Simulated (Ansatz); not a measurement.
Nudged elastic band run: BFH₅NO

Input:

```yaml
crystal:
  periodic: [false, false, false]
  atoms:
    - { symbol: B, position_ang: [-0.097227, -0.762012, -0.63022] }
    - { symbol: H, position_ang: [-0.463582, -1.317128, 0.355174] }
    - { symbol: "N", position_ang: [0.991111, 0.10545, -0.619225] }
    - { symbol: H, position_ang: [1.525358, 0.293007, 0.202792] }
    - { symbol: H, position_ang: [1.331004, 0.551752, -1.444285] }
    - { symbol: F, position_ang: [-0.755886, -0.971264, -1.767481] }
    - { symbol: O, position_ang: [1.002672, 2.075824, 1.797499] }
    - { symbol: H, position_ang: [0.376992, 2.000088, 1.085642] }
    - { symbol: H, position_ang: [0.483958, 2.154882, 2.588103] }
basis:
  gaussian: { orbitals: "6-31G*" }
hamiltonian:
  xc: hf
neb:
  order_check: false
  images: 9
  f_tol: 0.5
  max_iterations: 60
  final_atoms:
    - { symbol: B, position_ang: [0.15051979, 0.51506401, -0.71504622] }
    - { symbol: H, position_ang: [-0.22826546, -0.09578567, 3.48884505] }
    - { symbol: "N", position_ang: [1.47110285, 0.19632581, -1.082076] }
    - { symbol: H, position_ang: [1.66128224, -0.50742533, -1.75908393] }
    - { symbol: H, position_ang: [2.28473396, 0.62306927, -0.70346397] }
    - { symbol: F, position_ang: [-0.84194203, -0.1453879, -1.29748878] }
    - { symbol: O, position_ang: [-0.1986775, 1.45376898, 0.20064666] }
    - { symbol: H, position_ang: [0.52423535, 1.91608903, 0.59555897] }
    - { symbol: H, position_ang: [-0.42858918, 0.1748808, 2.84010721] }
  initial_path:
    images:
      - { positions_ang: [[-0.097227, -0.762012, -0.63022], [-0.463582, -1.317128, 0.355174], [0.991111, 0.10545, -0.619225], [1.525358, 0.293007, 0.202792], [1.331004, 0.551752, -1.444285], [-0.755886, -0.971264, -1.767481], [1.002672, 2.075824, 1.797499], [0.376992, 2.000088, 1.085642], [0.483958, 2.154882, 2.588103]] }
      - { positions_ang: [[-0.06600579, -0.61702792, -0.51358608], [-0.3880487, -1.06464958, 0.5813444], [1.08555354, 0.10110436, -0.63368285], [1.62569957, 0.07658037, -0.01801706], [1.43681922, 0.64924036, -1.33992831], [-0.80731573, -0.8019817, -1.57644084], [0.79170668, 1.97633231, 1.53853727], [0.35234832, 1.92588742, 1.16130506], [0.36364289, 1.8851134, 2.36846741]] }
      - { positions_ang: [[-0.03478458, -0.47204385, -0.39695215], [-0.31251541, -0.81217117, 0.8075148], [1.17999607, 0.09675871, -0.6481407], [1.72604114, -0.13984626, -0.23882612], [1.54263444, 0.74672873, -1.23557163], [-0.85874545, -0.6326994, -1.38540068], [0.58074136, 1.87684062, 1.27957554], [0.32770464, 1.85168684, 1.23696812], [0.24332778, 1.61534479, 2.14883181]] }
      - { positions_ang: [[-0.00356337, -0.32705977, -0.28031823], [-0.23698211, -0.55969275, 1.03368521], [1.27443861, 0.09241307, -0.66259856], [1.82638271, -0.35627289, -0.45963519], [1.64844966, 0.84421709, -1.13121494], [-0.91017518, -0.46341711, -1.19436052], [0.36977604, 1.77734893, 1.02061382], [0.30306097, 1.77748626, 1.31263119], [0.12301267, 1.34557619, 1.92919622]] }
      - { positions_ang: [[0.02765785, -0.1820757, -0.1636843], [-0.16144882, -0.30721434, 1.25985561], [1.36888115, 0.08806742, -0.67705641], [1.92672428, -0.57269952, -0.68044425], [1.75426489, 0.94170545, -1.02685825], [-0.9616049, -0.29413481, -1.00332036], [0.15881072, 1.67785723, 0.76165209], [0.27841729, 1.70328568, 1.38829425], [0.00269756, 1.07580758, 1.70956062]] }
      - { positions_ang: [[0.05887906, -0.03709162, -0.04705038], [-0.08591552, -0.05473592, 1.48602601], [1.46332369, 0.08372178, -0.69151426], [2.02706585, -0.78912616, -0.90125331], [1.86008011, 1.03919381, -0.92250156], [-1.01303463, -0.12485251, -0.8122802], [-0.05215461, 1.57836554, 0.50269036], [0.25377361, 1.6290851, 1.46395731], [-0.11761756, 0.80603898, 1.48992503]] }
      - { positions_ang: [[0.0772072, 0.07333951, -0.18064955], [-0.11438551, -0.06294587, 1.88658982], [1.46487952, 0.10624258, -0.76962661], [1.95390913, -0.73278599, -1.07281943], [1.94501088, 0.95596891, -0.87869405], [-0.97881611, -0.12895959, -0.90932191], [-0.08145919, 1.55344623, 0.44228162], [0.30786596, 1.68648588, 1.29027764], [-0.17981188, 0.67980734, 1.75996147]] }
      - { positions_ang: [[0.09553535, 0.18377063, -0.31424871], [-0.1428555, -0.07115582, 2.28715362], [1.46643535, 0.12876339, -0.84773896], [1.88075241, -0.67644583, -1.24438556], [2.02994165, 0.872744, -0.83488653], [-0.94459759, -0.13306666, -1.00636363], [-0.11076376, 1.52852692, 0.38187288], [0.36195831, 1.74388667, 1.11659798], [-0.24200621, 0.55357571, 2.0299979]] }
      - { positions_ang: [[0.1138635, 0.29420176, -0.44784788], [-0.17132549, -0.07936577, 2.68771743], [1.46799118, 0.1512842, -0.9258513], [1.80759568, -0.62010566, -1.41595168], [2.11487242, 0.78951909, -0.79107901], [-0.91037907, -0.13717374, -1.10340534], [-0.14006834, 1.5036076, 0.32146414], [0.41605065, 1.80128746, 0.94291831], [-0.30420053, 0.42734407, 2.30003434]] }
      - { positions_ang: [[0.13219164, 0.40463288, -0.58144705], [-0.19979547, -0.08757572, 3.08828124], [1.46954701, 0.173805, -1.00396365], [1.73443896, -0.5637655, -1.5875178], [2.19980319, 0.70629418, -0.74727149], [-0.87616055, -0.14128082, -1.20044706], [-0.16937292, 1.47868829, 0.2610554], [0.470143, 1.85868824, 0.76923864], [-0.36639485, 0.30111243, 2.57007078]] }
      - { positions_ang: [[0.15051979, 0.51506401, -0.71504622], [-0.22826546, -0.09578567, 3.48884505], [1.47110285, 0.19632581, -1.082076], [1.66128224, -0.50742533, -1.75908393], [2.28473396, 0.62306927, -0.70346397], [-0.84194203, -0.1453879, -1.29748878], [-0.1986775, 1.45376898, 0.20064666], [0.52423535, 1.91608903, 0.59555897], [-0.42858918, 0.1748808, 2.84010721]] }
```

Launched with:

```bash
$ ansatz run input.yaml --threads 1 --pin off --max-ram 2048MiB --backend cpu --events-out ev --progress --plain --runs-dir out
```

Output, in part (warnings, iteration lines):

```
NEB end point (image 0): max|allowed force component| = 1.500e-1 eV/Å (the criterion of neb.relax_end_points is 1.000e-1)
NEB end point (image 10): max|allowed force component| = 2.646e-2 eV/Å (the criterion of neb.relax_end_points is 1.000e-1)
NEB iter   1: max|band force component| = 1.185e3 eV/Å  barrier→ = 151.2914 eV  barrier← = 152.2043 eV  Δτ_max = 0.2000 Å  (363 SCF iters)
NEB iter   2: max|band force component| = 3.017e2 eV/Å  barrier→ = 56.7609 eV  barrier← = 57.6738 eV  Δτ_max = 0.2000 Å  (289 SCF iters)
NEB iter   3: max|band force component| = 1.984e2 eV/Å  barrier→ = 32.6881 eV  barrier← = 33.6009 eV  Δτ_max = 0.1991 Å  (303 SCF iters)
NEB iter   4: max|band force component| = 9.211e1 eV/Å  barrier→ = 17.8982 eV  barrier← = 18.8111 eV  Δτ_max = 0.1934 Å  (283 SCF iters)
NEB iter   5: max|band force component| = 4.793e1 eV/Å  barrier→ = 14.8268 eV  barrier← = 15.7397 eV  Δτ_max = 0.2000 Å  (295 SCF iters)
NEB iter   6: max|band force component| = 3.471e1 eV/Å  barrier→ = 11.0866 eV  barrier← = 11.9995 eV  Δτ_max = 0.1014 Å  (286 SCF iters)
NEB iter   7: max|band force component| = 2.514e1 eV/Å  barrier→ = 11.3357 eV  barrier← = 12.2486 eV  Δτ_max = 0.0509 Å  (284 SCF iters)
NEB iter   8: max|band force component| = 1.969e1 eV/Å  barrier→ = 9.5413 eV  barrier← = 10.4541 eV  Δτ_max = 0.0510 Å  (284 SCF iters)
NEB iter   9: max|band force component| = 1.325e1 eV/Å  barrier→ = 8.1221 eV  barrier← = 9.0349 eV  Δτ_max = 0.0503 Å  (285 SCF iters)
NEB iter  10: max|band force component| = 9.615e0 eV/Å  barrier→ = 6.2969 eV  barrier← = 7.2098 eV  Δτ_max = 0.1005 Å  (275 SCF iters)
NEB iter  11: max|band force component| = 7.234e0 eV/Å  barrier→ = 4.1621 eV  barrier← = 5.0750 eV  Δτ_max = 0.1995 Å  (276 SCF iters)
NEB iter  12: max|band force component| = 4.686e0 eV/Å  barrier→ = 2.1817 eV  barrier← = 3.0946 eV  Δτ_max = 0.2000 Å  (269 SCF iters)
NEB iter  13: max|band force component| = 3.812e0 eV/Å  barrier→ = 0.9654 eV  barrier← = 1.8783 eV  Δτ_max = 0.1955 Å  (277 SCF iters)
NEB iter  14: max|band force component| = 3.897e0 eV/Å  barrier→ = 0.6650 eV  barrier← = 1.5779 eV  Δτ_max = 0.2000 Å  (276 SCF iters)
NEB iter  15: max|band force component| = 2.298e0 eV/Å  barrier→ = 1.1065 eV  barrier← = 2.0194 eV  Δτ_max = 0.2000 Å  (275 SCF iters)
NEB iter  16: max|band force component| = 1.930e0 eV/Å  barrier→ = 1.8045 eV  barrier← = 2.7174 eV  Δτ_max = 0.2000 Å  (275 SCF iters)
NEB iter  17: max|band force component| = 4.554e0 eV/Å  barrier→ = 2.9977 eV  barrier← = 3.9106 eV  Δτ_max = 0.1039 Å  (283 SCF iters)
NEB iter  18: max|band force component| = 2.419e0 eV/Å  barrier→ = 2.7316 eV  barrier← = 3.6445 eV  Δτ_max = 0.1019 Å  (278 SCF iters)
NEB iter  19: max|band force component| = 2.750e0 eV/Å  barrier→ = 2.9185 eV  barrier← = 3.8314 eV  Δτ_max = 0.0505 Å  (270 SCF iters)
NEB iter  20: max|band force component| = 1.866e0 eV/Å  barrier→ = 2.7960 eV  barrier← = 3.7088 eV  Δτ_max = 0.0505 Å  (268 SCF iters)
NEB iter  21: max|band force component| = 2.004e0 eV/Å  barrier→ = 2.6199 eV  barrier← = 3.5328 eV  Δτ_max = 0.0499 Å  (268 SCF iters)
NEB iter  22: max|band force component| = 2.349e0 eV/Å  barrier→ = 2.3105 eV  barrier← = 3.2234 eV  Δτ_max = 0.0996 Å  (261 SCF iters)
NEB iter  23: max|band force component| = 2.705e0 eV/Å  barrier→ = 1.5832 eV  barrier← = 2.4960 eV  Δτ_max = 0.2000 Å  (256 SCF iters)
NEB iter  24: max|band force component| = 3.403e0 eV/Å  barrier→ = 1.0326 eV  barrier← = 1.9454 eV  Δτ_max = 0.1004 Å  (270 SCF iters)
NEB iter  25: max|band force component| = 1.789e0 eV/Å  barrier→ = 1.1932 eV  barrier← = 2.1061 eV  Δτ_max = 0.2000 Å  (266 SCF iters)
NEB iter  26: max|band force component| = 3.358e0 eV/Å  barrier→ = 1.7524 eV  barrier← = 2.6653 eV  Δτ_max = 0.1020 Å  (272 SCF iters)
NEB iter  27: max|band force component| = 2.214e0 eV/Å  barrier→ = 1.7441 eV  barrier← = 2.6570 eV  Δτ_max = 0.1974 Å  (269 SCF iters)
NEB iter  28: max|band force component| = 1.834e0 eV/Å  barrier→ = 1.7362 eV  barrier← = 2.6491 eV  Δτ_max = 0.1911 Å  (279 SCF iters)
NEB iter  29: max|band force component| = 8.907e-1 eV/Å  barrier→ = 1.7230 eV  barrier← = 2.6359 eV  Δτ_max = 0.1958 Å  (278 SCF iters)
NEB iter  30: max|band force component| = 1.025e0 eV/Å  barrier→ = 1.5501 eV  barrier← = 2.4630 eV  Δτ_max = 0.1970 Å  (280 SCF iters)
NEB iter  31: max|band force component| = 1.135e0 eV/Å  barrier→ = 1.2390 eV  barrier← = 2.1519 eV  Δτ_max = 0.1990 Å  (280 SCF iters)
NEB iter  32: max|band force component| = 1.133e0 eV/Å  barrier→ = 0.9676 eV  barrier← = 1.8805 eV  Δτ_max = 0.2000 Å  (278 SCF iters)
NEB iter  33: max|band force component| = 1.285e0 eV/Å  barrier→ = 1.0439 eV  barrier← = 1.9568 eV  Δτ_max = 0.1972 Å  (272 SCF iters)
NEB iter  34: max|band force component| = 1.426e0 eV/Å  barrier→ = 1.0817 eV  barrier← = 1.9946 eV  Δτ_max = 0.2000 Å  (279 SCF iters)
NEB iter  35: max|band force component| = 1.841e0 eV/Å  barrier→ = 1.0235 eV  barrier← = 1.9364 eV  Δτ_max = 0.1006 Å  (273 SCF iters)
NEB iter  36: max|band force component| = 1.383e0 eV/Å  barrier→ = 0.8851 eV  barrier← = 1.7980 eV  Δτ_max = 0.2000 Å  (278 SCF iters)
NEB iter  37: max|band force component| = 1.602e0 eV/Å  barrier→ = 0.8456 eV  barrier← = 1.7585 eV  Δτ_max = 0.2000 Å  (270 SCF iters)
NEB iter  38: max|band force component| = 1.617e0 eV/Å  barrier→ = 1.5184 eV  barrier← = 2.4312 eV  Δτ_max = 0.2000 Å  (273 SCF iters)
NEB iter  39: max|band force component| = 1.809e0 eV/Å  barrier→ = 2.8918 eV  barrier← = 3.8047 eV  Δτ_max = 0.1017 Å  (274 SCF iters)
NEB iter  40: max|band force component| = 1.749e0 eV/Å  barrier→ = 3.4881 eV  barrier← = 4.4010 eV  Δτ_max = 0.0501 Å  (281 SCF iters)
NEB iter  41: max|band force component| = 1.630e0 eV/Å  barrier→ = 3.6721 eV  barrier← = 4.5850 eV  Δτ_max = 0.0993 Å  (277 SCF iters)
NEB iter  42: max|band force component| = 1.885e0 eV/Å  barrier→ = 3.9468 eV  barrier← = 4.8597 eV  Δτ_max = 0.2000 Å  (283 SCF iters)
NEB iter  43: max|band force component| = 3.264e0 eV/Å  barrier→ = 4.5861 eV  barrier← = 5.4990 eV  Δτ_max = 0.0990 Å  (274 SCF iters)
NEB iter  44: max|band force component| = 3.108e0 eV/Å  barrier→ = 4.3194 eV  barrier← = 5.2323 eV  Δτ_max = 0.1009 Å  (261 SCF iters)
NEB iter  45: max|band force component| = 4.021e0 eV/Å  barrier→ = 3.8807 eV  barrier← = 4.7935 eV  Δτ_max = 0.1016 Å  (271 SCF iters)
NEB iter  46: max|band force component| = 4.795e0 eV/Å  barrier→ = 3.0796 eV  barrier← = 3.9925 eV  Δτ_max = 0.2000 Å  (258 SCF iters)
NEB iter  47: max|band force component| = 4.734e0 eV/Å  barrier→ = 1.6287 eV  barrier← = 2.5416 eV  Δτ_max = 0.1005 Å  (254 SCF iters)
NEB iter  48: max|band force component| = 2.724e0 eV/Å  barrier→ = 0.7400 eV  barrier← = 1.6529 eV  Δτ_max = 0.1057 Å  (258 SCF iters)
NEB iter  49: max|band force component| = 1.669e0 eV/Å  barrier→ = 0.5481 eV  barrier← = 1.4609 eV  Δτ_max = 0.1002 Å  (276 SCF iters)
NEB iter  50: max|band force component| = 1.322e0 eV/Å  barrier→ = 0.4932 eV  barrier← = 1.4061 eV  Δτ_max = 0.1000 Å  (261 SCF iters)
NEB iter  51: max|band force component| = 1.328e0 eV/Å  barrier→ = 0.4046 eV  barrier← = 1.3175 eV  Δτ_max = 0.1994 Å  (251 SCF iters)
NEB iter  52: max|band force component| = 4.534e0 eV/Å  barrier→ = 0.3372 eV  barrier← = 1.2501 eV  Δτ_max = 0.1001 Å  (248 SCF iters)
NEB iter  53: max|band force component| = 1.694e0 eV/Å  barrier→ = 0.4517 eV  barrier← = 1.3646 eV  Δτ_max = 0.1986 Å  (269 SCF iters)
NEB iter  54: max|band force component| = 1.439e0 eV/Å  barrier→ = 0.4063 eV  barrier← = 1.3192 eV  Δτ_max = 0.2000 Å  (273 SCF iters)
NEB iter  55: max|band force component| = 1.564e0 eV/Å  barrier→ = 0.4978 eV  barrier← = 1.4107 eV  Δτ_max = 0.1000 Å  (273 SCF iters)
NEB iter  56: max|band force component| = 1.264e0 eV/Å  barrier→ = 0.3478 eV  barrier← = 1.2607 eV  Δτ_max = 0.1000 Å  (272 SCF iters)
NEB iter  57: max|band force component| = 9.995e-1 eV/Å  barrier→ = 0.3035 eV  barrier← = 1.2164 eV  Δτ_max = 0.1017 Å  (280 SCF iters)
NEB iter  58: max|band force component| = 1.170e0 eV/Å  barrier→ = 0.2705 eV  barrier← = 1.1834 eV  Δτ_max = 0.0501 Å  (281 SCF iters)
NEB iter  59: max|band force component| = 6.696e-1 eV/Å  barrier→ = 0.2256 eV  barrier← = 1.1385 eV  Δτ_max = 0.1015 Å  (278 SCF iters)
NEB iter  60: max|band force component| = 6.417e-1 eV/Å  barrier→ = 0.2083 eV  barrier← = 1.1212 eV  Δτ_max = 0.1022 Å  (280 SCF iters)
Error: NEB band did not converge after 60 iterations: max|band force component| = 6.42e-1 eV/Å (threshold 5.0e-1); raise `neb.max_iterations` in a new run, which can start from the last band evaluated (`neb.initial_path`, with `crystal.atoms` and `neb.final_atoms` set to its first and last images), …
```

The run ended unconverged. The band didn't meet its force threshold, so its energies are provisional: the largest band force was still 0.64 eV/Å, and over the last iterations the top moved between 0.21 and 0.27 eV. Neighbouring images lie up to 2.8 Å apart, so the band is torn or far too coarse. The orbitals stay closed-shell, which can raise the energy where a bond breaks towards radicals; this wasn't checked here.

Final band (atoms are numbered from 1 in the order of the input):

```csv
image,path coordinate (Å),energy (eV),B1–H2 (Å),O7–H9 (Å),B1–O7 (Å)
0,0.00,0.000,1.19,0.95,3.89
1,2.55,0.208,1.19,0.95,3.07
2,5.09,0.151,1.19,0.95,3.36
3,7.82,0.151,1.19,0.95,3.26
4,10.62,0.148,2.35,2.10,1.41
5,13.38,-0.813,3.20,2.50,1.36
6,16.16,-0.899,4.67,4.00,1.36
7,18.93,-0.905,3.88,5.54,1.36
8,21.70,-0.889,4.97,6.42,1.36
9,24.47,-0.912,4.09,4.20,1.36
10,27.24,-0.913,4.26,2.94,1.36
```

The run took 11 min on 1 thread of Intel(R) Xeon(R) Platinum 8259CL CPU @ 2.50GHz (Skylake/Cascade Lake), with other jobs on the host, peak memory 0.14 GiB.
